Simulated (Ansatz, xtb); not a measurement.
## Two isomers of C4H6N2O

Structure a: `Cc1cn(O)cn1`, a singlet. Structure b: `Cc1cncn1O`, a singlet. Both are isolated molecules in the gas phase, relaxed with r2SCAN-D4/def2-SVP; the shapes shown needn't be the lowest conformers.

a (Å):

```xyz
13

C    -1.8046    0.9374   -0.8007
C    -0.7281    0.1208   -0.1688
C     0.2384    0.5218    0.7368
C     0.4440   -1.6415    0.2517
N     0.9603   -0.6232    0.9939
N    -0.5830   -1.2181   -0.4545
O     2.0820   -0.6949    1.7800
H    -2.7996    0.5344   -0.5515
H    -1.7610    1.9845   -0.4688
H    -1.7154    0.9161   -1.8988
H     0.4897    1.4712    1.2045
H     1.7531   -0.8709    2.6772
H     0.8687   -2.6458    0.2776
```

b (Å):

```xyz
13

C    -1.4418    0.1050   -0.9363
C    -0.5445   -0.3681    0.1478
C    -0.4047   -1.5549    0.8445
C     1.0788   -0.2536    1.6892
N     0.5922   -1.4705    1.7849
N     0.4298    0.4372    0.7039
O     0.6157    1.7604    0.3926
H    -0.8864    0.3651   -1.8542
H    -2.0071    1.0013   -0.6320
H    -2.1603   -0.6849   -1.1931
H    -0.9857   -2.4682    0.7079
H     1.8761    0.1982    2.2806
H     1.2595    1.7653   -0.3353
```

Question: Estimate which is lower in electronic energy at CCSD(T)/def2-SVP + ΔMP2/def2-TZVPP, and by roughly how much.

Answer: CCSD(T)/def2-SVP + ΔMP2/def2-TZVPP gives E(b) − E(a) = −0.15 kcal/mol, slightly favouring structure b, which is too small a margin to settle the true order.

The same difference at several levels:

| level | geometry | E(b) − E(a) (kcal/mol) | departure from the last row (kcal/mol) | job, with rough time for the two |
| --- | --- | --- | --- | --- |
| GFN2-xTB | GFN2-xTB | −0.47 | −0.31 | optimisation, 0.13 s |
| HF/STO-3G | GFN2-xTB | −1.15 | −1.00 | single point, 0.48 s |
| r2SCAN-D4/def2-SVP//GFN2-xTB | GFN2-xTB | −0.43 | −0.27 | single point, 6.3 s |
| r2SCAN-D4/def2-SVP | r2SCAN-D4/def2-SVP | −0.65 | −0.49 | optimisation, 73 s |
| HF/def2-SVP | r2SCAN-D4/def2-SVP | −0.15 | 0.00 | part of the CCSD(T) run |
| MP2/def2-SVP | r2SCAN-D4/def2-SVP | −0.47 | −0.31 | part of the CCSD(T) run |
| CCSD(T)/def2-SVP | r2SCAN-D4/def2-SVP | −0.36 | −0.20 | single point |
| CCSD(T)/def2-SVP + ΔMP2/def2-TZVPP | r2SCAN-D4/def2-SVP | −0.15 |  | single point, 99 s |

As drawn, both hold the same kinds of bond in the same numbers.

The largest departure from CCSD(T)/def2-SVP + ΔMP2/def2-TZVPP is that of HF/STO-3G, 1.00 kcal/mol. The last row adds to CCSD(T) the change of the MP2 difference between the two basis sets, here +0.20 kcal/mol.

With thermal terms from frequencies at re-optimised GFN2-xTB minima (ideal gas, soft modes damped towards free rotors, one conformer each, 298.15 K, 1 atm): the zero-point term adds +0.19 kcal/mol; ΔH is −0.04 and ΔG +0.15 kcal/mol.

The correlated steps freeze 7 core orbitals. Run with Ansatz 0.2.0, xtb 6.7.1; the last row on 2 threads of Arm Neoverse V2 on a shared host.
